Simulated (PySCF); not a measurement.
Species: C₇H₁₅B.
SMILES: `BC1CCCCCC1`

The closed-shell ground state was solved at several levels (PySCF, density fitting, gas phase, non-relativistic). Isolated species at its PBE0-D3(BJ)/def2-SVP geometry (one conformer only).

```tsv
level	basis functions	HOMO (eV)	LUMO (eV)	gap (eV)	dipole (D)
wB97X-D/pcSseg-1	211	-9.94	0.87	10.81	0.78
wB97X-D/def2-SVPD	280	-9.90	0.85	10.75	0.84
```

Question: What might PBE0/pcSseg-1 (211 basis functions) give for the same quantities?

Answer: HOMO -8.05 eV, LUMO -1.06 eV, gap 6.99 eV, dipole 0.84 D.

Question: Over all these levels, which gives the widest orbital gap and which the narrowest?

Answer: wB97X-D/pcSseg-1 (range-separated hybrid) has the widest, 10.81 eV, and PBE0/pcSseg-1 (global hybrid, 25 % exact exchange) the narrowest, 6.99 eV. The two share the basis. From the narrowest to the widest the HOMO moves by -1.89 eV and the LUMO by +1.93 eV.

Question: How far do the dipole and the HOMO energy spread over the levels?

Answer: The dipole runs from 0.78 to 0.84 D (mean 0.82 D) and the HOMO from -9.94 to -8.05 eV.
